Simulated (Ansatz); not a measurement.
Reaction (formal exchange of groups at a B–F bond): `CC(F)BF` + CH₄ → `CBC(C)F` + H–F

Gas-phase electronic energies from Ansatz, PBE0-D4/def2-TZVP geometries. CCSD(T)/CBS is the MP2 limit (def2-TZVPP, def2-QZVPP) plus CCSD(T) − MP2 in def2-TZVPP, frozen cores. This one scheme is used for every species. Functionals use def2-TZVPP. B3LYP here is the variant with VWN-RPA as its local correlation; programs differ in this. One conformer a species, not always the lowest.

Problem. Is it downhill or uphill in electronic energy at CCSD(T)/CBS, and by how much? (Best estimate.)

Solution. Ansatz gave: Uphill: ΔE = +134.4 kJ/mol.

Problem. What do these levels give: B3LYP-D4, ωB97X-V, ωB97M-V, B2PLYP, r2SCAN, B3LYP, HF/def2-TZVPP, SCS-MP2/def2-TZVPP, CCSD/def2-TZVPP, HF/def2-QZVPP, MP2/CBS(def2), CCSD/CBS(def2)? (Best estimate.)

Solution. Ansatz gave: B3LYP-D4 143.8, ωB97X-V 141.5, ωB97M-V 140.7, B2PLYP 146.8, r2SCAN 143.0, B3LYP 149.5, HF/def2-TZVPP 158.9, SCS-MP2/def2-TZVPP 142.7, CCSD/def2-TZVPP 141.0, HF/def2-QZVPP 158.7, MP2/CBS(def2) 131.9, CCSD/CBS(def2) 135.8 kJ/mol.

Largest T1 diagnostic among the species: 0.012.

In def2-TZVPP, CCSD(T) changes the Hartree–Fock value by −19.3 kJ/mol (the triples alone add −1.4 kJ/mol) and MP2 by −21.8 kJ/mol. The D4 term adds −5.7 kJ/mol with B3LYP and −3.2 kJ/mol with PBE0; it sums over pairs of atoms, weighted by their polarisabilities, and B3LYP, whose exchange is more repulsive, gets the larger term.
